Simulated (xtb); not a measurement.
C6H12, charge +1, doublet, at a GFN2-xTB geometry (a state made from the parent by changing its charge; the spin is typed, not shown lowest); xtb with GFN2-xTB.

Here is a job for xtb.
```
$ xtb mol.xyz --gfn 2 --chrg 1 --uhf 1 --json

# file mol.xyz
18

C     -0.67842356     1.14566580    -0.71500841
C      0.72752875     1.22303846    -0.09487871
C      1.41426761    -0.10742425    -0.14976745
C      0.67842356    -1.14566580     0.71500841
C     -0.72752875    -1.22303846     0.09487871
C     -1.41426761     0.10742425     0.14976745
H     -0.62464672     0.81515136    -1.75139328
H     -1.17730116     2.11212942    -0.67533345
H      1.26233163     1.96163156    -0.70888014
H      0.67697377     1.60144391     0.92725319
H      1.51121961    -0.46166252    -1.17719904
H      2.42054828    -0.04330111     0.28820410
H      1.17730116    -2.11212942     0.67533345
H      0.62464672    -0.81515136     1.75139328
H     -1.26233163    -1.96163156     0.70888014
H     -0.67697377    -1.60144391    -0.92725319
H     -1.51121961     0.46166252     1.17719904
H     -2.42054828     0.04330111    -0.28820410
```

Question: Write the output that xtb gives for this input, abridged.

Answer: 
```
   ID    Z sym.   atoms
    1    6 C      1-6
    2    1 H      7-18

           -------------------------------------------------
          |                Calculation Setup                |
           -------------------------------------------------

           -------------------------------------------------
          |                 G F N 2 - x T B                 |
           -------------------------------------------------

          ...................................................
          :                      SETUP                      :
          :.................................................:
          :  # basis functions                  36          :
          :  # atomic orbitals                  36          :
          :  # shells                           24          :
          :  # electrons                        35          :
          :  max. iterations                   250          :
          :  Hamiltonian                  GFN2-xTB          :
          :  restarted?                      false          :
          :  GBSA solvation                  false          :
          :  PC potential                    false          :
          :  electronic temp.          300.0000000     K    :
          :  accuracy                    1.0000000          :
          :  -> integral cutoff          0.2500000E+02      :
          :  -> integral neglect         0.1000000E-07      :
          :  -> SCF convergence          0.1000000E-05 Eh   :
          :  -> wf. convergence          0.1000000E-03 e    :
          :  Broyden damping             0.4000000          :
          :  net charge                          1          :
          :  unpaired electrons                  1          :
          ...................................................

 iter      E             dE          RMSdq      gap      omega  full diag
   1    -18.7372484 -0.187372E+02  0.264E+00   12.54       0.0  T
   2    -18.7656312 -0.283828E-01  0.155E+00   12.44       1.0  T
   3    -18.7662698 -0.638604E-03  0.608E-01   12.43       1.0  T
   4    -18.7663506 -0.808649E-04  0.928E-02   12.43       1.0  T
   5    -18.7663528 -0.216866E-05  0.190E-02   12.43       1.2  T
   6    -18.7663550 -0.215630E-05  0.667E-03   12.42       3.5  T
   7    -18.7663550 -0.629222E-07  0.581E-04   12.42      40.6  T
   8    -18.7663550 -0.319034E-09  0.177E-04   12.42     132.8  T

   *** convergence criteria satisfied after 8 iterations ***

         :::::::::::::::::::::::::::::::::::::::::::::::::::::
         ::                     SUMMARY                     ::
         :::::::::::::::::::::::::::::::::::::::::::::::::::::
         :: total energy             -18.485105219756 Eh    ::
         :: gradient norm              0.000037354034 Eh/a0 ::
         :: HOMO-LUMO gap             12.424637086724 eV    ::
         ::.................................................::
         :: SCC energy               -18.766327543080 Eh    ::
         :: -> isotropic ES            0.086198906340 Eh    ::
         :: -> anisotropic ES         -0.012756186906 Eh    ::
         :: -> anisotropic XC          0.013602993979 Eh    ::
         :: -> dispersion             -0.009467447241 Eh    ::
         :: repulsion energy           0.281222323324 Eh    ::
         :: add. restraining           0.000000000000 Eh    ::
         :: total charge               1.000000000121 e     ::
         :::::::::::::::::::::::::::::::::::::::::::::::::::::

           -------------------------------------------------
          |                Property Printout                |
           -------------------------------------------------

    * Orbital Energies and Occupations

         #    Occupation            Energy/Eh            Energy/eV
      -------------------------------------------------------------
         1        2.0000           -0.8391556             -22.8346
       ...           ...                  ...                  ...
[...]
      -------------------------------------------------------------
                  HL-Gap            0.4565970 Eh           12.4246 eV
             Fermi-level           -0.4836848 Eh          -13.1617 eV

     #   Z          covCN         q      C6AA      α(0)
     1   6 C        3.804    -0.047    21.422     6.589
     2   6 C        3.814    -0.055    21.550     6.607
     3   6 C        3.814    -0.055    21.550     6.607
     4   6 C        3.804    -0.047    21.422     6.589
     5   6 C        3.814    -0.055    21.550     6.607
     6   6 C        3.814    -0.055    21.550     6.607
     7   1 H        0.925     0.089     1.884     2.147
     8   1 H        0.925     0.093     1.847     2.125
     9   1 H        0.923     0.146     1.422     1.865
    10   1 H        0.924     0.092     1.862     2.134
    11   1 H        0.924     0.092     1.862     2.134
    12   1 H        0.923     0.146     1.422     1.865
    13   1 H        0.925     0.093     1.847     2.125
    14   1 H        0.925     0.089     1.884     2.147
    15   1 H        0.923     0.146     1.422     1.865
    16   1 H        0.924     0.092     1.862     2.134
    17   1 H        0.924     0.092     1.862     2.134
    18   1 H        0.923     0.146     1.422     1.865

 Mol. C6AA /au·bohr⁶  :       1888.224087
 Mol. C8AA /au·bohr⁸  :      41594.329820
 Mol. α(0) /au        :         64.147520

Wiberg/Mayer (AO) data.
largest (>0.10) Wiberg bond orders for each atom

 ---------------------------------------------------------------------------
     #   Z sym  total        # sym  WBO       # sym  WBO       # sym  WBO
 ---------------------------------------------------------------------------
     1   6 C    3.953 --     8 H    0.971     7 H    0.971     2 C    0.929
                             6 C    0.929
     2   6 C    3.972 --     3 C    1.075    10 H    0.966     1 C    0.929
                             9 H    0.861
     3   6 C    3.972 --     2 C    1.075    11 H    0.966     4 C    0.929
                            12 H    0.861
     4   6 C    3.953 --    13 H    0.971    14 H    0.971     5 C    0.929
                             3 C    0.929
     5   6 C    3.972 --     6 C    1.075    16 H    0.966     4 C    0.929
                            15 H    0.861
     6   6 C    3.972 --     5 C    1.075    17 H    0.966     1 C    0.929
                            18 H    0.861
     7   1 H    0.992 --     1 C    0.971
     8   1 H    0.991 --     1 C    0.971
     9   1 H    0.973 --     2 C    0.861
    10   1 H    0.992 --     2 C    0.966
    11   1 H    0.992 --     3 C    0.966
    12   1 H    0.973 --     3 C    0.861
    13   1 H    0.991 --     4 C    0.971
    14   1 H    0.992 --     4 C    0.971
    15   1 H    0.973 --     5 C    0.861
    16   1 H    0.992 --     5 C    0.966
    17   1 H    0.992 --     6 C    0.966
    18   1 H    0.973 --     6 C    0.861
 ---------------------------------------------------------------------------

Topologies differ in total number of bonds
Writing topology from bond orders to xtbtopo.mol

molecular dipole:
                 x           y           z       tot (Debye)
 q only:       -0.000       0.000      -0.000
   full:       -0.000       0.000      -0.000       0.000
molecular quadrupole (traceless):
                xx          xy          yy          xz          yz          zz
 q only:        3.397       1.063       1.321       0.323      -2.514      -4.718
  q+dip:        2.624       0.994       0.834       0.154      -1.739      -3.459
   full:        3.465       1.451       0.936       0.158      -2.190      -4.401

           -------------------------------------------------
          | TOTAL ENERGY              -18.485105219756 Eh   |
          | GRADIENT NORM               0.000037354034 Eh/α |
          | HOMO-LUMO GAP              12.424637086724 eV   |
           -------------------------------------------------

normal termination of xtb
```
